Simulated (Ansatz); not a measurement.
Basis-set extrapolation for `CN(C)[Si](Cl)(N(C)C)N(C)C` (PBE0-D4/def2-TZVP geometry, frozen core, Ansatz 0.2.0). Multiplicity 1, RHF reference.

|  | def2-TZVPP | def2-QZVPP |
| --- | --- | --- |
| HF | -1149.755574 | -1149.796816 |
| MP2 correlation | -2.004602 | -2.143423 |
| CCSD(T) correlation | -2.192462 | not run |

Energies in hartree. Use E(X) = E(∞) + A·exp(−7.88·√X) for Hartree–Fock and E(X) = E(∞) + B·X^(−2.97) for correlation, with X = 3 and 4, and add CCSD(T) minus MP2 of the smaller set to the MP2 limit.

**Question.** What is the CCSD(T) energy at the basis-set limit?

**Answer.** HF limit: -1149.796816 + (-0.041242) × 0.13774 = -1149.80250. MP2 limit: -2.143423 + (-0.138821) × 0.74074 = -2.24625. Higher-order term: -2.192462 − (-2.004602) = -0.18786. Total: -1152.23661 hartree, 757.7 kJ/mol below CCSD(T)/def2-TZVPP.
